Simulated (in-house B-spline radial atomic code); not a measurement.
Zn²⁺. Computed with a B-spline radial atomic code. Model: non-relativistic spherical atom: semilocal Troullier-Martins pseudo-atom, one channel per l, against all electrons, high spin, G0W0 and RPA with empty states to l = 8, local potential for every l without a channel, a model core (radius 0 = none) keeps its share of the functional.

What the tables leave out is listed at the end.

The pseudopotential gives back the lowest level of each angular momentum of its own functional in the configuration it was made in; a second state of the same l is only approximately right. Exact exchange, RPA and GW see the smooth pseudo-orbitals and miss the exchange with the core, for which the functional's share stands in. The column with an uncorrelated core keeps all orbitals and exact exchange, and so separates missing core correlation from pseudisation. Only the three outermost levels and the lowest empty one were computed. RPA here is direct RPA, with no exchange kernel, and its energies carry an (l + 1/2)⁻⁴ tail. A hybrid on a potential with a model core restores only its own semilocal share of the core's exchange.

Command:
```bash
python run_psgw.py task.json out
```
Settings (lengths in bohr, energies in hartree):
```
Z                      30
electrons              28
configuration          [Ar] 3d10
generated_in           [Ar] 3d10
functional             pbe,pbe
core_shells            4
radius_factor          1
core_correction        True
```

Cost of the run: 22 s on 1 thread of Arm Neoverse N1 (shared host).

Given: made with PBE; model core radius 0.321 bohr; local radius 0.796 bohr; mean-field start PBE.

Valence shells of the generating configuration: 3p, 3d.

Channel: s 1.931, p 0.596, d 1.686 (radii in bohr).

Computed: largest level miss in the spin-unpolarised generating configuration 0 eV; valence RPA correlation energy pseudo -1.2332 hartree; all-electron RPA polarisability, core included 2.6435 bohr³; pseudo-atom RPA polarisability 2.7384 bohr³.

| level | occupied | mean-field all-electron (eV) | mean-field pseudo minus all (eV) | G0W0 all-electron (eV) | G0W0 uncorrelated core minus all (eV) | G0W0 pseudo minus all (eV) | exchange self-energy all-electron (eV) | exchange self-energy pseudo (eV) |
| --- | --- | --- | --- | --- | --- | --- | --- | --- |
| 3d | 1 | -31.081 | 0 | -39.994 | 0.087 | 1.92 | -52.429 | -43.397 |
| 4s (empty) | 0 | -22.591 | 0 | -17.922 | -0.077 | -1.188 | -3.732 | -3.8559 |

Q: What is the valence RPA correlation energy all-electron orbitals?

A: -1.1776 hartree.

Given: mean-field start PBE0.

Computed: valence RPA correlation energy all-electron orbitals -1.1289 hartree; valence RPA correlation energy pseudo -1.1935 hartree; pseudo-atom RPA polarisability 2.3764 bohr³.

```json
{"level": "3d", "occupied": "1", "mean-field all-electron (eV)": "-33.954", "mean-field pseudo minus all (eV)": "0.311", "G0W0 all-electron (eV)": "-40.206", "G0W0 uncorrelated core minus all (eV)": "0.103", "G0W0 pseudo minus all (eV)": "1.482", "exchange self-energy all-electron (eV)": "-52.669", "exchange self-energy pseudo (eV)": "-43.484"}
{"level": "4s (empty)", "occupied": "0", "mean-field all-electron (eV)": "-21.013", "mean-field pseudo minus all (eV)": "-0.454", "G0W0 all-electron (eV)": "-17.752", "G0W0 uncorrelated core minus all (eV)": "-0.069", "G0W0 pseudo minus all (eV)": "-1.221", "exchange self-energy all-electron (eV)": "-3.4159", "exchange self-energy pseudo (eV)": "-3.8903"}
```

Q: What is the all-electron RPA polarisability, core included?

A: 2.2237 bohr³.

Among the listed levels the largest G0W0 shift of the pseudo-atom is +1.92 eV, for 3d on the PBE start, while leaving the core uncorrelated moves that level by +0.09 eV. So pseudisation and the lost core exchange, not the missing core correlation, make the error. Not in the tables (levels of low weight, unsolved or above zero; the highest and the empty levels are kept at any weight): on PBE the G0W0 levels 3p (pseudo minus all +4.32 eV, weights 0.25 and 0.54); on PBE0 the G0W0 levels 3p (pseudo minus all +5.68 eV, weights 0.52 and 0.56); no Hartree-Fock pseudo-atom is run with a model core.
